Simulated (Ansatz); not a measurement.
Two members of one family (InP nanocrystals, H-capped), computed with Ansatz in the gas phase; def2 core potentials for In, no spin–orbit coupling. Binding counts from free atoms in the multiplicity of their measured ground term, without zero-point energy. The structures are stationary points that may keep the symmetry of their start.

First: In7P7H20, cut from zinc blende (singlet, charge 0, PBE-D4/def2-SVP geometry).

```xyz
34

In    2.3844    1.9096    2.7571
In    0.2355   -2.5658   -3.3805
In    1.3961    1.5591   -1.4225
In    1.1473   -1.9170    1.1974
In   -1.5836    0.1804    3.7927
In   -2.4927   -0.1334   -0.4084
In   -1.3350    3.7275    1.1139
P     1.1701   -3.3434   -1.0918
P     2.2810    0.2926    0.6079
P    -0.2028    2.2039    2.9017
P     1.3902   -0.2471   -3.4264
P    -2.0708   -1.7528   -2.5244
P    -1.0683    1.9321   -0.8724
P    -1.2964   -1.2640    1.5410
H     3.1388    3.3561    2.1454
H     2.9578    0.8659    4.0290
H     0.3318   -3.6113   -4.7581
H     2.3292    2.8644   -2.0872
H     1.9103   -2.9934    2.3260
H    -0.6721   -0.7169    4.9753
H    -3.2847    0.5590    3.8228
H    -4.2234    0.0131   -0.3785
H    -0.2707    5.0240    0.6429
H    -3.0569    3.8031    1.3695
H     2.4987   -3.8065   -1.3629
H     0.5892   -4.6337   -0.8650
H     3.6200   -0.0741    0.2491
H    -0.2827    3.0716    4.0437
H     2.7331   -0.4983   -3.8601
H     0.9398    0.3756   -4.6359
H    -2.7372   -1.2233   -3.6778
H    -2.8697   -2.9359   -2.4008
H    -1.6238    2.4915   -2.0711
H    -1.9824   -2.5126    1.7084
```

```tsv
level	HOMO (eV)	LUMO (eV)	gap (eV)	binding per atom (eV)
PBE-D4/def2-SVP	-5.63	-2.14	3.49	2.49
PBE-D4/def2-TZVP	-5.72	-2.27	3.45	2.51
PBE0-D4/def2-SVP	-6.63	-1.43	5.19	2.49
PBE0-D4/def2-TZVP	-6.69	-1.54	5.15	2.50
```

Second: In9P9H24, cut from wurtzite, rod (singlet, charge 0, PBE-D4/def2-SVP geometry).

```xyz
42

In    3.7572    1.1636    0.2586
P     4.0249   -1.0134   -1.2089
P     1.6057    0.6818    1.5082
In    1.0204   -1.8747    1.6170
In   -1.3727    0.1806    4.4899
P    -1.0901   -1.9910    3.0210
In    2.0721   -2.1766   -2.5516
P     0.1858   -2.1315   -0.8587
In   -3.0510   -3.1466    1.6908
P     2.9049    2.7118   -1.7014
In   -0.2797    2.4491    1.0452
P    -2.2096    1.7323    2.5287
In    0.7363    2.2681   -3.1385
P     1.4914   -0.0875   -4.0572
P    -0.9400    1.6127   -1.3537
In   -1.9187   -0.7995   -1.6867
In   -4.3830    1.2805    1.1060
P    -3.6210   -1.0650    0.1758
H     5.2721    1.7049    0.9053
H     4.5172   -2.0151   -0.3132
H     5.1930   -0.9091   -2.0341
H     2.0079    0.9807    2.8520
H     2.4721   -2.8129    1.8618
H     0.2389    0.7210    4.9094
H    -2.7030   -0.0752    5.5804
H    -0.6828   -2.9917    3.9664
H     2.6351   -3.5209   -3.4894
H    -0.2511   -3.4965   -0.9136
H    -2.3176   -4.3461    0.6484
H    -4.3771   -3.3925    2.7903
H     3.9976    3.0660   -2.5583
H     2.7076    3.9994   -1.1083
H     0.4084    4.0514    0.9544
H    -2.4796    2.9853    3.1765
H     0.5445    3.4327   -4.4086
H     2.4888    0.0781   -5.0728
H     0.4262   -0.5208   -4.9093
H    -2.0422    2.4615   -1.7010
H    -2.1949   -1.1074   -3.3842
H    -5.7037    1.0217    2.2073
H    -4.3447    2.3966   -0.2429
H    -4.7456   -1.5062   -0.6009
```

Problem. Estimate how these quantities change from the first to the second (second minus first).

Solution. 
```
            level  Δ HOMO (eV)  Δ LUMO (eV)  Δ gap (eV)  Δ binding per atom (eV)
  PBE-D4/def2-SVP        -0.03        -0.12       -0.08                     0.03
 PBE-D4/def2-TZVP        -0.02        -0.23       -0.21                     0.03
 PBE0-D4/def2-SVP        -0.02        -0.12       -0.10                     0.03
PBE0-D4/def2-TZVP         0.00        -0.21       -0.21                     0.03
```
